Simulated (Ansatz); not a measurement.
Input for Ansatz (a first-principles code): R-BLYP/def2-TZVPP on Cl2Ge (SMILES [Cl][Ge][Cl]).

Ansatz 0.2 input:
```yaml
crystal:
  periodic: [false, false, false]
  atoms:
    - {symbol: Ge, position_ang: [-0.00000000, 0.00000000, -0.94039818]}
    - {symbol: Cl, position_ang: [1.69428794, 0.00000000, 0.47019909]}
    - {symbol: Cl, position_ang: [-1.69428794, -0.00000000, 0.47019909]}
basis:
  gaussian:
    orbitals: def2-TZVPP
hamiltonian:
  xc: {name: BLYP}
scf: {lower_state_search: off}
```

It printed:

```
WARN ansatz: RAYON_NUM_THREADS=4 ignored (pool sized by the plan → 4); use --threads N
Functional definition: BLYP
these checks for a lower state are left out or cut short: stability, starts, cluster_reference, orbital_swaps, neighbouring_geometries, increment
integrals: 0.06 GiB planned
946 factors; their error is unknown
mean field: 0.38 GiB planned
mean field evaluation 1: about -81566.7404 eV, gradient 3.2e1 eV
mean field evaluation 2: about -81557.9113 eV, gradient 7.0e1 eV
mean field evaluation 4: about -81568.4396 eV, gradient 2.6e0 eV
mean field evaluation 8: about -81568.4590 eV, gradient 4.2e-2 eV
mean field evaluation 16: about -81568.4320 eV, gradient 4.0e-6 eV
mean field -81568.43196294 eV, -2997.5845855690 hartree, gradient 2.2e-6 eV, S^2 0.000000; 0 other end points of the search recorded, 0 dependent functions left out
reference -81568.43226163 eV, -2997.5845965457 hartree; 33, 33 occupied and 99, 99 virtual orbitals, 946 factors
Total energy: -81568.43226163 eV, -2997.5845965457 hartree
Checks for a lower state left out: stability, starts, cluster_reference, orbital_swaps, neighbouring_geometries, increment
```

Self-consistency was reached.

Cost: around 1.8 core-seconds (rough).
